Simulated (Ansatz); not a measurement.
`C=[C](O)[GeH3]` + H–F → `C=C(O)F` + GeH₄ at 500 K and 1 bar (substitution at a C–Ge bond).

Isolated molecules relaxed with PBE0-D4/def2-TZVP in Ansatz; ΔE leaves out vibrations. CCSD(T)/CBS adds triple-zeta CCSD(T) − MP2 to the extrapolated MP2 energy (def2 sets, frozen cores). This one scheme is used for every species. For Ge outer-core shells are correlated without core-valence functions, which leaves a few kJ/mol of doubt a bond. Scalar relativity is left out up to krypton. Each species was taken in one conformer, which may not be the lowest.

| species | CCSD(T)/CBS energy (Eh) | H − E (kJ/mol) | S (J/(mol·K)) |
| --- | --- | --- | --- |
| `C=[C](O)[GeH3]` | -2230.95734 | 226.0 | 395.9 |
| H–F | -100.39570 | 39.4 | 188.7 |
| `C=C(O)F` | -252.84296 | 158.1 | 325.5 |
| GeH₄ | -2078.49493 | 99.4 | 244.6 |

H − E and S are ideal-gas, rigid-rotor, harmonic terms from PBE0-D4/def2-TZVP, for one conformer and one mirror image of each species. 1 Eh = 2625.50 kJ/mol, R = 8.31446 J/(mol·K).

By hand: ΔE, ΔH, ΔS and ΔG.

ΔE = (-252.84296) + (-2078.49493) − (-2230.95734) − (-100.39570) = 0.01515 Eh = 39.8 kJ/mol. Δ(H − E) = 158.1 + 99.4 − 226.0 − 39.4 = -7.9, so ΔH = 31.9 kJ/mol. ΔS = 325.5 + 244.6 − 395.9 − 188.7 = -14.5 J/(mol·K). ΔG = 31.9 − 500 × (-14.5)/1000 = 39.1 kJ/mol.

By hand: the equilibrium constant, and the temperature at which ΔG would vanish if ΔH and ΔS stayed fixed.

log₁₀ K = −ΔG/(RT ln 10) = -4.1. ΔH and −TΔS have one sign here, so there is no such temperature.

The number of gas molecules stays the same, so ΔS is small and ΔH decides. A doubt of 5 kJ/mol in ΔE shifts log₁₀ K by 0.5 here. Other conformers and mirror images would add mixing entropy, several J/(mol·K) or more a flexible species. Modes under 60 cm⁻¹, often nearly free rotors, make the harmonic entropy too high. These are equilibria of isolated gas molecules and say nothing of rates. Largest T1 diagnostic: 0.012 (customary marks: 0.02 for closed shells, 0.045 for open ones).
